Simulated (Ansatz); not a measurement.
Reaction (redistribution): `[CH3][Al]([CH3])[TeH]` + `FC([SiH3])B[SiH3]` → `[CH3][Al]([CH3])[BH][SiH3]` + `FC([SiH3])[TeH]`

Isolated molecules relaxed with PBE0-D4/def2-TZVP in Ansatz; ΔE leaves out vibrations. CCSD(T)/CBS adds triple-zeta CCSD(T) − MP2 to the extrapolated MP2 energy (def2 sets, frozen cores). DFT in def2-TZVPP. B3LYP here is the variant with VWN-RPA as its local correlation; programs differ in this. def2 core potentials past Kr. For Te outer-core shells are correlated without core-valence functions, which leaves a few kJ/mol of doubt a bond. Each species was taken in one conformer, which may not be the lowest.

`[CH3][Al]([CH3])[TeH]`:

```xyz
11

C    -1.266    0.400    1.054
Al    0.050    0.027   -0.336
C     1.794   -0.773    0.019
Te   -0.476    0.581   -2.761
H    -0.821    0.992    1.860
H    -1.617   -0.534    1.505
H    -2.139    0.939    0.680
H     1.680   -1.734    0.532
H     2.382   -0.130    0.683
H     2.380   -0.943   -0.886
H    -1.968    1.176   -2.351
```

`FC([SiH3])B[SiH3]`:

Cartesian coordinates in Å:
```
F -1.712 0.349 2.004
C -0.653 -0.059 1.211
Si 0.302 1.540 0.574
B -0.919 -0.539 -0.192
Si 0.553 -1.375 -1.291
H 0.093 -0.558 1.836
H -0.250 2.037 -0.714
H 1.742 1.226 0.412
H 0.079 2.551 1.634
H -1.987 -0.336 -0.690
H 1.809 -1.602 -0.524
H 0.882 -0.541 -2.481
H 0.062 -2.695 -1.778
```

`[CH3][Al]([CH3])[BH][SiH3]`:

Cartesian coordinates in Å:
```
C -1.158 -2.070 0.542
Al -0.462 -0.502 -0.411
C -1.678 0.550 -1.535
B 1.557 0.082 -0.165
Si 2.160 1.468 1.152
H -2.145 -1.865 0.971
H -0.507 -2.427 1.344
H -1.291 -2.900 -0.161
H -1.168 1.135 -2.303
H -2.425 -0.082 -2.026
H -2.232 1.260 -0.908
H 2.433 -0.350 -0.866
H 1.241 1.665 2.310
H 3.538 1.295 1.693
H 2.138 2.741 0.362
```

`FC([SiH3])[TeH]`:

Z-matrix (Å, degrees):
```
C
Si 1 1.897
Te 1 2.152 2 108.8
F 1 1.384 2 111.1 3 -123.3
H 1 1.093 2 111.5 3 115.9
H 2 1.485 1 109.4 3 165.8
H 2 1.486 1 109.2 3 45.7
H 2 1.484 1 108.1 3 -74.0
H 3 1.659 1 94.0 2 148.9
```

Task: Is it downhill or uphill in electronic energy at CCSD(T)/CBS, and by how much? (An estimate is asked.)

Result: Computed: Uphill: ΔE = +204.6 kJ/mol.

Task: What do these levels give: PBE-D4, PBE0-D4, B2PLYP, PBE, r2SCAN, B3LYP, MP2/def2-TZVPP, CCSD(T)/def2-TZVPP, HF/def2-QZVPP, MP2/def2-QZVPP, SCS-MP2/def2-QZVPP, MP2/CBS(def2)? (An estimate is asked.)

Result: Computed: PBE-D4 208.3, PBE0-D4 214.2, B2PLYP 205.5, PBE 205.6, r2SCAN 215.1, B3LYP 199.7, MP2/def2-TZVPP 216.4, CCSD(T)/def2-TZVPP 204.6, HF/def2-QZVPP 198.9, MP2/def2-QZVPP 215.9, SCS-MP2/def2-QZVPP 205.2, MP2/CBS(def2) 216.5 kJ/mol.

Largest T1 diagnostic among the species: 0.014.

From PBE to PBE0 (25 % exact exchange), in def2-TZVPP and without D4, ΔE moves by +6.2 kJ/mol. The D4 term adds +4.2 kJ/mol with B3LYP and +2.4 kJ/mol with PBE0; it sums over pairs of atoms, weighted by their polarisabilities, and B3LYP, whose exchange is more repulsive, gets the larger term. In def2-TZVPP, CCSD(T) changes the Hartree–Fock value by +3.9 kJ/mol (the triples alone add +1.8 kJ/mol) and MP2 by +15.8 kJ/mol.
